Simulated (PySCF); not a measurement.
Structure from 2D NMR

Compound of formula C₈H₇N. Correlations simulated from computed shifts and couplings:

HSQC (one-bond C–H):
```csv
δH,δC,"¹J(C,H) (Hz)"
7.56,135.1,168
7.50,134.2,168
7.43,135.3,166
3.25,25.2,139
```

COSY cross peaks (|J| ≥ 2 Hz):
```csv
δH,δH,abs. J (Hz),bonds
7.56,7.50,8.4,3
7.56,7.43,8.6,3
```

HMBC (two and three bonds, |J| ≥ 2.5 Hz):
```csv
δH,δC [abs. J in Hz]
7.56,"136.7 [8.5], 135.1 [8.3]"
7.50,135.3 [8.3]
7.43,"135.3 [6.6], 134.2 [7.9], 25.2 [5.6]"
3.25,"136.7 [6.1], 135.3 [6.0], 122.3 [11.2]"
```

Carbons without hydrogens: δ 136.7, 122.3.

Method: J couplings at B3LYP/pcJ-1 (without the spin–dipole term), PBE0-D3(BJ)/def2-SVP geometry, σ from GIAO-PBE0/pcSseg-1, in PySCF (one conformer, fast rotation and ring inversion assumed for equivalent nuclei, non-relativistic Hamiltonian, isolated molecule).

Referencing at the same level of theory: ¹H, ¹³C against TMS.

Exchangeable hydrogens are left out of these lists, and C,H couplings along chains are those of one rotamer, so weak HMBC peaks may be missing or extra.

Work out the connectivity.

Results:

Benzyl Cyanide (N#CCc1ccccc1).

Mapped SMILES: `[N:1]#[C:2][CH2:3][c:4]1[cH:5][cH:6][cH:7][cH:8][cH:9]1`; H(Xn) means a hydrogen on atom n.

δC 136.7 is C4, a substituted aromatic carbon. δC 135.3 is C5/C9, an aromatic CH (δH 7.43). δC 135.1 is C6/C8, an aromatic CH (δH 7.56). δC 134.2 is C7, an aromatic CH (δH 7.50). δC 122.3 is C2, a nitrile carbon. δC 25.2 is C3, an sp3 CH2 on an aromatic ring (δH 3.25). HMBC from δH 7.56 reaches the proton-free carbon C4. HMBC from δH 3.25 reaches the proton-free carbons C4, C2. COSY links 7.56–7.50, 7.56–7.43.

The shifts were computed for this structure.

Unscaled 3J(H,H) at this level run about 10 % above measured values. Shifts are as computed. Against solution values, carbons near 30 ppm lie about +2 ppm off and those near 130 ppm about +5 ppm. Of 1211 compounds with measured shifts, 218 miss one by over three times the rms of a fit or turn the order of signals round; such compounds aren't used in these exercises.
